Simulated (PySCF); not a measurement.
Al(H)(F)(vinyl) (C2H4AlF), SMILES C=[CH][AlH][F]. Atoms are numbered in the order given.

```xyz
8

Al    -0.4118    -0.5828     0.0000
H     -1.9889    -0.6163     0.0000
F      0.3952    -2.0486     0.0000
C      0.5800     1.0816     0.0000
C     -0.0964     2.2482     0.0000
H      1.6774     1.1393     0.0000
H      0.4010     3.2269     0.0000
H     -1.1940     2.2848     0.0000
```
Charge 0, spin multiplicity 1.

Geometry: TPSSh-D3(BJ)/def2-SVP. Other conformers were not sampled.

Method: TPSSh-D3(BJ)/def2-SVP run with PySCF.

Frequencies are harmonic and unscaled.

Computed vibrational spectrum:
```json
[
 {"mode": "1", "ν (cm⁻¹)": "84", "IR (km/mol)": "1.4", "moving atoms (share of kinetic energy)": "C 41 %, H 23 %, F 21 %, Al 16 %"},
 {"mode": "2", "ν (cm⁻¹)": "132", "IR (km/mol)": "4.7", "moving atoms (share of kinetic energy)": "C 27 %, Al 25 %, F 24 %, H 24 %"},
 {"mode": "3", "ν (cm⁻¹)": "282", "IR (km/mol)": "13.4", "moving atoms (share of kinetic energy)": "C 47 %, F 27 %, Al 14 %, H 13 %"},
 {"mode": "4", "ν (cm⁻¹)": "408", "IR (km/mol)": "4.4", "moving atoms (share of kinetic energy)": "H 90 %, C 9 %"},
 {"mode": "5", "ν (cm⁻¹)": "535", "IR (km/mol)": "201.1", "moving atoms (share of kinetic energy)": "H 63 %, Al 19 %, C 16 %"},
 {"mode": "6", "ν (cm⁻¹)": "647", "IR (km/mol)": "51.2", "moving atoms (share of kinetic energy)": "C 48 %, Al 29 %, H 18 %"},
 {"mode": "7", "ν (cm⁻¹)": "675", "IR (km/mol)": "137.4", "moving atoms (share of kinetic energy)": "H 90 %"},
 {"mode": "8", "ν (cm⁻¹)": "861", "IR (km/mol)": "168.9", "moving atoms (share of kinetic energy)": "F 49 %, Al 47 %"},
 {"mode": "9", "ν (cm⁻¹)": "993", "IR (km/mol)": "15.5", "moving atoms (share of kinetic energy)": "H 87 %, C 12 %"},
 {"mode": "10", "ν (cm⁻¹)": "1005", "IR (km/mol)": "30.5", "moving atoms (share of kinetic energy)": "H 72 %, C 28 %"},
 {"mode": "11", "ν (cm⁻¹)": "1062", "IR (km/mol)": "11.3", "moving atoms (share of kinetic energy)": "H 93 %"},
 {"mode": "12", "ν (cm⁻¹)": "1275", "IR (km/mol)": "4.0", "moving atoms (share of kinetic energy)": "H 71 %, C 29 %"},
 {"mode": "13", "ν (cm⁻¹)": "1428", "IR (km/mol)": "21.3", "moving atoms (share of kinetic energy)": "H 75 %, C 25 %"},
 {"mode": "14", "ν (cm⁻¹)": "1638", "IR (km/mol)": "20.3", "moving atoms (share of kinetic energy)": "C 76 %, H 24 %"},
 {"mode": "15", "ν (cm⁻¹)": "1990", "IR (km/mol)": "164.5", "moving atoms (share of kinetic energy)": "H 96 %"},
 {"mode": "16", "ν (cm⁻¹)": "3095", "IR (km/mol)": "22.0", "moving atoms (share of kinetic energy)": "H 95 %"},
 {"mode": "17", "ν (cm⁻¹)": "3125", "IR (km/mol)": "5.2", "moving atoms (share of kinetic energy)": "H 92 %, C 8 %"},
 {"mode": "18", "ν (cm⁻¹)": "3180", "IR (km/mol)": "15.2", "moving atoms (share of kinetic energy)": "H 89 %, C 11 %"}
]
```
